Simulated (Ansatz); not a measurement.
```xyz
7

C     1.126    0.405   -0.092
S    -0.520    1.199   -0.149
Mg   -1.964   -0.537    0.138
F    -3.075   -1.873    0.359
H     1.258   -0.318   -0.897
H     1.860    1.199   -0.225
H     1.314   -0.075    0.867
```

The species carries charge 0 and has multiplicity 1.

Task: List the CAM-B3LYP/def2-TZVPP orbital energies in eV (the Gaussian-basis code of Ansatz). (Best estimate.)

Result: Ansatz gave: Occupied: -2419.03, -1276.92, -671.28, -279.58, -217.07, -161.66, -161.53, -161.47, -87.43, -53.31, -53.28, -53.13, -31.59, -22.98, -18.91, -13.66, -13.61, -12.42, -11.70, -11.69, -11.54, -8.98, -8.08. Lowest empty: -0.77, 0.26, 0.83, 2.35, 2.88, 3.33, 3.46, 3.53.
